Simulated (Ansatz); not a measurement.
AlCl2(NH2) (AlNCl₂H₂). Charge 0, multiplicity 1. Geometry PBE0-D4/def2-SVP, basis def2-TZVP, Ansatz.

Cartesian coordinates in Å:
```
Al 0.240 0.658 -0.158
Cl 1.983 1.380 0.745
Cl -0.796 1.861 -1.520
N -0.348 -0.947 0.226
H -1.181 -1.368 -0.168
H 0.102 -1.583 0.875
```

```tsv
run	HOMO (eV)	LUMO (eV)
A	-8.01	-0.65
B	-10.95	1.54
C	-6.44	-1.42
D	-6.58	-1.49
E	-9.34	0.13
F	-10.52	1.33
```

LC-ωPBE has ω = 0.4 bohr⁻¹.

Task: The runs used BHLYP, BLYP, LC-ωPBE, PBE, PBE0, ωB97X-V. Estimate which is which.

Result: A PBE0 (25 % exact exchange); B LC-ωPBE (range-separated); C BLYP (0 % exact exchange); D PBE (0 % exact exchange); E BHLYP (50 % exact exchange); F ωB97X-V (range-separated). Exact exchange lowers occupied and raises empty levels; among semilocal functionals meta-GGAs tend to open the gap a little, and such runs are hard to tell apart. The gap grows from 5.02 eV (BLYP) to 12.49 eV (LC-ωPBE).
